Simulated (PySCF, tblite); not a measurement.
Isomers of C7H18OSi, one GFN2-xTB conformer each. Single-point energies are computed at PBE0/pcSseg-1 (PySCF, gas phase, no added dispersion term), electronic only.

```
              SMILES  GFN2-xTB relative energy (kcal/mol)
CCO[Si@H](C)C(C)(C)C                                 10.8
CC(C)O[SiH2]C(C)(C)C                                  0.0
```

Conformers: `[CH3:1][CH2:2][O:3][Si@H:4]([CH3:5])[C:6]([CH3:7])([CH3:8])[CH3:9]` with C1–C2–O3–Si4 169°, C2–O3–Si4–C5 -56°; `[CH3:1][CH:2]([CH3:3])[O:4][SiH2:5][C:6]([CH3:7])([CH3:8])[CH3:9]` with C1–C2–O4–Si5 -177°, C2–O4–Si5–C6 174°.

**Question.** What does PBE0/pcSseg-1 give for the same structures?

**Answer.** 
```
              SMILES  PBE0/pcSseg-1 E (Eh)  PBE0/pcSseg-1 (kcal/mol)  GFN2-xTB (kcal/mol)  point group
CCO[Si@H](C)C(C)(C)C            -641.74989                       0.0                 10.8           C1
CC(C)O[SiH2]C(C)(C)C            -641.73758                       7.7                  0.0           C1
```

GFN2-xTB puts CC(C)O[SiH2]C(C)(C)C lowest instead. 

**Question.** Which frontier levels, dipoles and rotational constants go with these structures?

**Answer.** 
```csv
SMILES,"HOMO (eV, PBE0/pcSseg-1)",LUMO (eV),dipole (D),"A, B, C (MHz)"
CCO[Si@H](C)C(C)(C)C,-7.56,1.22,1.12,"1940, 835.1, 706.3"
CC(C)O[SiH2]C(C)(C)C,-7.67,0.92,0.96,"2521, 700.1, 646.7"
```

**Question.** What happens when harmonic zero-point energies from GFN2-xTB frequencies are added?

**Answer.** 
| SMILES | ZPE (kcal/mol) | electronic (kcal/mol) | with ZPE (kcal/mol) |
| --- | --- | --- | --- |
| CCO[Si@H](C)C(C)(C)C | 147.8 | 0.0 | 0.0 |
| CC(C)O[SiH2]C(C)(C)C | 147.1 | 7.7 | 7.0 |

The zero-point energies span 0.7 kcal/mol. The order is unchanged.
